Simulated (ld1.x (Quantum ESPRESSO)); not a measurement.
## Fe: variants of one ultrasoft potential

Base potential:

| Item | Value |
| --- | --- |
| Element | Fe (Z = 26) |
| Generator | ld1.x (Quantum ESPRESSO) 7.5 |
| Type | ultrasoft |
| Functional | LDA (PZ) |
| Relativity | scalar-relativistic |
| Frozen core | [Ar] |
| Valence charge | 8 |
| Reference configuration | 3d7 4s1 4p0 |
| Partial waves | 4s (bound): rcut 2.45, rcutus 3.05 bohr; 4s channel at 1.7 Ry: rcut 2.45, rcutus 3.05 bohr; 4p (bound, empty): rcut 3.05, rcutus 3.75 bohr; 4p channel at 0.75 Ry: rcut 3.05, rcutus 3.75 bohr; 3d (bound): rcut 1.75, rcutus 2.10 bohr; 3d channel at 3.5 Ry: rcut 1.75, rcutus 2.10 bohr |
| Local potential | all-electron potential smoothed inside 1.90 bohr (lloc = -1) |
| Core correction | a·sin(br)/r model core inside 1.90 bohr |
| Augmentation charge | PSQ, inside the norm-conserving radii |

All-electron outer shells of the reference configuration (LDA (PZ), scalar-relativistic, ld1.x):

```csv
shell,level (eV),outermost node (bohr),outermost maximum (bohr)
3s,-89.00,0.33,0.70
3p,-55.54,0.30,0.72
4s,-4.48,1.01,2.50
3d,-4.06,–,0.72
4p,-0.96,1.12,3.69
```

Cutoffs, loose and tight: the cutoffs (Ry, on a coarse ladder) from which the occupation-weighted sum of valence levels, in a spherical-Bessel basis at the reference potential, stays within 10 and 1 mRy of its value at 400 Ry. They do not see the model core or the augmentation charge, which bear on the density cutoff. Test errors are all-electron minus pseudo excitation energies from the reference, over the configurations 3d6 4s2 4p0; 3d6 4s1 4p0; 3d6 4s0 4p0; 3d4 4s0 4p0; 3d6.5 4s1.5 4p0; 3d6 4s0 4p2; 3d6 4s1 4p1 (two spin-polarised tests are not counted in the largest error). A dash means not determined; rows that change the core or the reference have their own tests. The largest error is taken over the tests solved by every variant that gives reliable tests at all: 3d6 4s0 4p0; 3d6 4s0 4p2; 3d6 4s1 4p0; 3d6 4s1 4p1; 3d6 4s2 4p0; 3d6.5 4s1.5 4p0.

Cutoffs are not given where the Bessel-basis levels miss the radial ones by over 6 mRy, ghosts where they miss by over 20 mRy; a channel whose overlap is not positive is not tested.

```csv
change,outcome,"cutoff, loose","cutoff, tight",bound ghosts,largest test error (meV)
base,generated,21 Ry,40 Ry,none,-115
functional PBE,generated,21 Ry,40 Ry,none,-116
"wave 4p channel at 0.75 Ry: rcut 3.05, rcutus 3.75 bohr becomes 4p channel at 0.7 Ry: rcut 3.05, rcutus 3.75 bohr",generated,21 Ry,40 Ry,none,-115
core correction a·sin(br)/r model core inside 2.42 bohr,generated,21 Ry,40 Ry,none,-111
"waves 3d (bound): rcut 1.75, rcutus 3.20 bohr; 3d channel at 3.5 Ry: rcut 1.75, rcutus 3.20 bohr",generated,8 Ry,10 Ry,none,"test run stopped at test 4 of 9 (negative rho), 3 before it not solved"
"waves 4p (bound): rcut 2.86, rcutus 3.04 bohr; 4p channel at 0.75 Ry: rcut 2.86, rcutus 3.04 bohr",generated,21 Ry,40 Ry,none,-115
```

(1) What comes out with this change to the base: local potential all-electron potential smoothed inside 3.45 bohr (lloc = -1)?

(2) What comes out with this change to the base: reference 3d6 4s1 4p1?

Answers

(1) outcome: generated; cutoff, loose: 25 Ry; cutoff, tight: 40 Ry; bound ghosts: none; largest test error (meV): -235.

(2) outcome: generated, overlap not positive; bound ghosts: not determined (overlap not positive); largest test error (meV): -39 over the solved tests; test run stopped at test 4 of 9 (negative rho). A file whose overlap is not positive is unfit for use, and its test errors describe a broken file.
